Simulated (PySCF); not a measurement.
# Radial density of Gd(62+) (gadolinium, charge +62)

M06-2X, 1s2, closed-shell 1S. Calculation: PySCF 2.14, in an even-tempered Gaussian basis (15 s from 160 bohr⁻², ratio 2.2; 7 p from 240 bohr⁻², ratio 2.4; 4 d from 730 bohr⁻², ratio 2.4; 3 f from 1100 bohr⁻², ratio 2.4; 3 g from 1600 bohr⁻², ratio 2.4); no relativity, point nucleus.

```tsv
r (bohr)	4πr²ρ (e/bohr)
0.000406	0.3253
0.000683	0.8883
0.00115	2.368
0.00193	6.060
0.00325	14.48
0.00547	30.85
0.00920	54.16
0.0155	68.80
0.0260	50.79
0.0438	15.06
0.0736	0.9661
0.124	0.004497
```

A non-relativistic calculation at this Z misses sizeable relativistic shifts.
